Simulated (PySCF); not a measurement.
## Ionisation energy of Sc²⁺ by level of theory

Sc²⁺ [Ar] 3d1 (2D) → Sc³⁺ [Ar] (1S), as a difference of total energies. All numbers are calculated (PySCF 2.14, no relativity, point nucleus, in def2-TZVP (6s4p4d1f, 45 functions)). The calculations carry no spin-orbit coupling.

| method | ionisation energy (eV) |
| --- | --- |
| UHF | 23.926 |
| TPSS | 25.366 |
| M06-2X | 24.888 |

These non-relativistic numbers lack the scalar-relativistic shift.

The reference lies between the lowest fine-structure levels, while these numbers refer to the centres of the terms.

For comparison: 24.757 eV (measured; NIST Atomic Spectra Database, ionization energies).
